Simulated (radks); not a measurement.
Values are calculated unless marked as measured or tabulated.
Task: The rubidium ion Rb13+ is in [Ar] 3d(3/2: 4, 5/2: 2). Code: a radial shooting solver on a logarithmic mesh with Libxc functionals. Model: Dirac Kohn-Sham, PBE, spin-unpolarised, spherical densities, finite nucleus; Fermi nuclear charge, rms radius of each element as measured or else 0.836 A^(1/3) + 0.57 fm. Sub-shells are occupied by j as written (lower j first in brackets). One electron is removed from 3p1/2, 3d5/2, 3p3/2, 3d3/2 in turn, with full relaxation. Which removal costs least, and what does each cost?

Result: 3d5/2 449.94 eV; 3d3/2 452.01 eV; 3p3/2 564.69 eV; 3p1/2 575.47 eV. The 3d5/2 electron leaves first.
